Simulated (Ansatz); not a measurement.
`NBF` and `N[BH][SbH2]` differ in one atom or group.

Ansatz, PBE0-D4/def2-TZVP geometries, multiplicity 1. Each molecule was computed in one conformer, which needn't be the lowest.

Elements past krypton have def2 core potentials.

| property | `NBF` |
| --- | --- |
| HOMO–LUMO gap (B3LYP/def2-TZVPP) / eV | 8.94 |
| HOMO energy (PBE/def2-TZVPP) / eV | -7.11 |
| HOMO–LUMO gap (PBE0/def2-TZVPP) / eV | 9.50 |
| size of the dipole moment (ωB97M-V/def2-TZVPP) / D | 2.39 |
| size of the dipole moment (PBE/def2-TZVPP) / D | 2.40 |
| zero-point energy (PBE0-D4/def2-TZVP) / kJ/mol | 111.9 |

What does the change do to each property? (Estimate.)

Ansatz gave: 
| property | `N[BH][SbH2]` | shift |
| --- | --- | --- |
| HOMO–LUMO gap (B3LYP/def2-TZVPP) / eV | 5.94 | -3.00 |
| HOMO energy (PBE/def2-TZVPP) / eV | -5.69 | 1.42 |
| HOMO–LUMO gap (PBE0/def2-TZVPP) / eV | 6.32 | -3.18 |
| size of the dipole moment (ωB97M-V/def2-TZVPP) / D | 2.54 | 0.15 |
| size of the dipole moment (PBE/def2-TZVPP) / D | 2.55 | 0.15 |
| zero-point energy (PBE0-D4/def2-TZVP) / kJ/mol | 141.0 | 29.1 |

With PBE0 the HOMO rises by 1.89 eV and the LUMO falls by 1.29 eV, so the gap narrows by about 3.18 eV. PBE moves the HOMO by 1.42 eV and ωB97M-V by 2.25 eV. The zero-point energy changes by 29.1 kJ/mol with +6 modes. Dipoles are sizes alone; their direction can turn.

B3LYP here is the variant with VWN-RPA as its local correlation; programs differ in this.

Spin–orbit coupling is left out; it splits and shifts lone-pair levels of the heavy atoms by tenths of an eV.
